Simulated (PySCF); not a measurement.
## methyl butanoate: 4 charge schemes on one density

Methyl butanoate, C5H10O2.
Structure used (PBE0-D3(BJ)/def2-TZVP), in Å, numbered top down from 1:
```xyz
17
C5H10O2 angstrom
C     -2.283    0.587    0.237
C     -1.657   -0.736   -0.166
C     -0.340   -1.007    0.540
C      0.774   -0.103    0.086
O      0.790    0.528   -0.937
O      1.788   -0.104    0.963
C      2.914    0.683    0.590
H     -2.476    0.621    1.314
H     -1.627    1.423   -0.016
H     -3.234    0.746   -0.275
H     -1.486   -0.750   -1.245
H     -2.345   -1.557    0.058
H      0.001   -2.031    0.351
H     -0.436   -0.920    1.626
H      2.631    1.731    0.481
H      3.637    0.567    1.394
H      3.332    0.333   -0.354
```

Density: PBE0/pcSseg-2 (PySCF); schemes: Mulliken, IAO, Hirshfeld and ESP-fitted. The structure is a single PBE0-D3(BJ)/def2-TZVP conformer in the gas phase; no vibrational or solvent corrections.

Tabulate the Mulliken, IAO, Hirshfeld and ESP-fitted charges.

In e:

```
atom                    environment  Mulliken     IAO  Hirshfeld  ESP-fitted
  C1                  methyl carbon    -0.064  -0.431     -0.127      -0.399
  C2               chain CH2 carbon    -0.033  -0.255     -0.074      +0.315
  C3  sp3 carbon next to a carbonyl    -0.034  -0.318     -0.082      -0.539
  C4          ester carbonyl carbon    +0.431  +0.535     +0.213      +0.873
  O5          ester carbonyl oxygen    -0.430  -0.479     -0.248      -0.553
  O6     ester single-bonded oxygen    -0.376  -0.350     -0.108      -0.373
  C7                 methoxy carbon    +0.135  -0.225     -0.045      -0.207
  H8                methyl hydrogen    +0.016  +0.135     +0.039      +0.091
  H9                methyl hydrogen    +0.038  +0.150     +0.039      +0.106
 H10                methyl hydrogen    +0.033  +0.147     +0.045      +0.089
 H11             methylene hydrogen    +0.036  +0.151     +0.042      -0.032
 H12             methylene hydrogen    +0.025  +0.138     +0.043      -0.014
 H13             methylene hydrogen    +0.055  +0.169     +0.058      +0.128
 H14             methylene hydrogen    +0.041  +0.159     +0.051      +0.138
 H15                methyl hydrogen    +0.040  +0.156     +0.050      +0.118
 H16                methyl hydrogen    +0.047  +0.164     +0.056      +0.143
 H17                methyl hydrogen    +0.040  +0.155     +0.050      +0.115
```

Mean size of the charges over all atoms: ESP-fitted 0.249 e, IAO 0.242 e, Mulliken 0.110 e, Hirshfeld 0.081 e. Each set sums to the total charge, 0, to within 0.001 e. The IAO scheme projects the occupied orbitals on a minimal set of polarised atomic orbitals and counts the electrons in each atom's part of it.

Lowest charge. All schemes agree: Mulliken O5 (-0.430); IAO O5 (-0.479); Hirshfeld O5 (-0.248); ESP-fitted O5 (-0.553).

Highest charge. All schemes agree: Mulliken C4 (+0.431); IAO C4 (+0.535); Hirshfeld C4 (+0.213); ESP-fitted C4 (+0.873).

How closely do the schemes follow one another over all atoms?

Correlation coefficient and root-mean-square difference: IAO with Hirshfeld 0.97, 0.178 e; Mulliken with Hirshfeld 0.86, 0.107 e; Hirshfeld with ESP-fitted 0.85, 0.255 e; IAO with ESP-fitted 0.84, 0.182 e; Mulliken with ESP-fitted 0.78, 0.226 e; Mulliken with IAO 0.77, 0.178 e.

How many electrons does the ESP-fitted scheme count on C2?

Z − q = 6 − (+0.315) = 5.685.
